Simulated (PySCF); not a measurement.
# O²⁺: excitation energy

O²⁺ [He] 2s2 2p2 (3P) → O²⁺ [He] 2s2 2p1 3s1 (3P), as a difference of total energies. All numbers are calculated (PySCF 2.14, no relativity, point nucleus, in aug-cc-pwCVTZ (7s6p4d2f, 59 functions)). Correlated levels: valence and next inner shell: nothing frozen. The calculations carry no spin-orbit coupling.

```json
{"method": "UHF", "excitation energy (cm⁻¹)": "268440"}
{"method": "MP2 (valence and next inner shell)", "excitation energy (cm⁻¹)": "269180"}
{"method": "SCS-MP2 (valence and next inner shell)", "excitation energy (cm⁻¹)": "268140"}
{"method": "CCSD (valence and next inner shell)", "excitation energy (cm⁻¹)": "267720"}
{"method": "CCSD(T) (valence and next inner shell)", "excitation energy (cm⁻¹)": "267490"}
```

The promoted electron is Rydberg-like, and one or two diffuse shells describe it only roughly, which tends to raise the upper state.
